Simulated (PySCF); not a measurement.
**Structure from 2D NMR**

Compound of formula C5H14NPSi2. Correlations simulated from computed shifts and the bond graph:

HSQC (one-bond C–H):
```tsv
δH	δC
7.40	152.6
7.26	166.1
6.22	134.7
5.96	134.7
2.13	27.6
```

COSY cross peaks (H two or three bonds apart, from the bond graph; peaks can be absent where the dihedral angle is near 90°):
```tsv
δH	δH
7.40	7.26
7.40	5.15
7.26	4.79
7.26	4.79
6.22	5.96
5.15	1.30
4.79	4.79
```

HMBC (two and three bonds, from the bond graph):
```tsv
δH	δC
7.40	166.1, 157.8
7.26	152.6
6.22	157.8, 27.6
5.96	157.8, 27.6
5.15	166.1, 157.8, 152.6, 134.7, 27.6
4.79	166.1, 152.6
4.79	166.1, 152.6
2.13	157.8, 134.7
1.30	157.8, 152.6
```

Carbons without hydrogens: δ 157.8.

Computed data (PySCF 2.14.0 with density-fitted response routines): coordinates at the GFN2-xTB level, σ from GIAO-PBE0/pcSseg-1. A single conformation, rapidly exchanging positions averaged, no solvent, relativity neglected.

References, each an isolated molecule treated in the same way: 1H (31.72 ppm), 13C (186.93 ppm) vs TMS.

Exchangeable hydrogens are left out of these lists.

Question: Which molecule is this?

Answer: SMILES C=C(C)[Si@@H](P)/C=C\[SiH2]N.

Mapped SMILES: `[CH2:1]=[C:2]([CH3:3])[Si@@H:4]([PH2:5])/[CH:6]=[CH:7]\[SiH2:8][NH2:9]`; H(Xn) means a hydrogen on atom n. Ha(C1) is cis to C3; Ha(Si8) is pro-R; Hb(Si8) is pro-S; Hb(C1) is trans to C3.

- δC 166.1 is C7, an alkene CH (δH 7.26).
- δC 157.8 is C2, a fully substituted alkene carbon.
- δC 152.6 is C6, an alkene CH (δH 7.40).
- δC 134.7 is C1, a terminal =CH2 carbon (δH 6.22, 5.96).
- δC 27.6 is C3, an allylic methyl carbon (δH 2.13).
- HMBC from δH 7.40 reaches the proton-free carbon C2.
- HMBC from δH 6.22 reaches the proton-free carbon C2.
- HMBC from δH 5.96 reaches the proton-free carbon C2.
- HMBC from δH 5.15 reaches the proton-free carbon C2.
- COSY links 7.40–7.26, 7.40–5.15, 7.26–4.79, 7.26–4.79, 6.22–5.96, 5.15–1.30.

The shifts were computed for this structure.

OH and NH positions are those of a molecule without intermolecular hydrogen bonds; in solution they move with solvent, concentration and temperature, and exchange usually removes their couplings. Shifts are as computed. Against solution values, carbons near 30 ppm lie about +3 ppm off and those near 130 ppm about +5 ppm. Of 1211 compounds with measured shifts, 218 miss one by over three times the rms of a fit or turn the order of signals round; such compounds aren't used in these exercises.
